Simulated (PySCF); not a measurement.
Estimate the missing entries of this data sheet.

Species: meta-cyanophenol, C7H5NO.
Bonds: N1–C2 (triple), C2–C3, C3–C4 (aromatic), C4–C5 (aromatic), C5–C6 (aromatic), C6–C7 (aromatic), C7–O8, C7–C9 (aromatic), C3–C9 (aromatic). Hydrogens: H10 on C4; H11 on C5; H12 on C6; H13 on O8; H14 on C9.

Conformer (atom-mapped SMILES and torsion angles): `[N:1]#[C:2][c:3]1[cH:4][cH:5][cH:6][c:7]([OH:8])[cH:9]1`: H–O8–C7–C6 180°.

| property | level | value |
| --- | --- | --- |
| point group | PBE0-D3(BJ)/def2-SVP | Cs |
| rotational constants A, B, C | PBE0-D3(BJ)/def2-SVP | ? |
| dipole moment | PBE0/def2-SVPD | 3.72 D |
| HOMO energy | PBE0/def2-SVPD | -7.28 eV |
| LUMO energy | PBE0/def2-SVPD | ? |
| lowest singlet excitation | TDDFT PBE0/def2-SVPD | ? |
| strongest line among the 6 lowest singlet transitions | TDDFT PBE0/def2-SVPD | S4 at 6.31 eV (196 nm, f = 0.562) |
| static isotropic polarisability | PBE0/def2-SVPD | ? |
| electronic spatial extent ⟨r²⟩ about the centre of nuclear charge | PBE0/def2-SVPD | 1201 bohr² |

Gas-phase values; electronic properties from PySCF, density fitting. Isolated species at its PBE0-D3(BJ)/def2-SVP geometry (one conformer only).

(1) Give the static isotropic polarisability.

(2) What is the LUMO energy?

(3) What is the lowest singlet excitation?

(4) What are the rotational constants A, B, C?

Answers

(1) 90.3 au.

(2) -1.69 eV.

(3) 4.73 eV (262 nm, f = 0.063).

(4) 3.411, 1.208, 0.892 GHz.

The largest Löwdin shares of the LUMO are 0.17 on C6, 0.17 on C3, 0.14 on C9 and 0.12 on N1. With B = h/(8π²I), that is 505.379 GHz u Å² over I, the principal moments of inertia are 148.2, 418.2 and 566.4 u Å² (most abundant isotopes). No computed singlet falls in the visible range (750 to 380 nm, 1.65 to 3.26 eV); S1 lies 1.47 eV above its blue end. The rotational constants make it an asymmetric top with κ = (2B − A − C)/(A − C) = -0.75, nearer the prolate limit (−1). The largest Löwdin shares of the HOMO are 0.20 on C4, 0.19 on O8, 0.16 on C7 and 0.13 on C6.
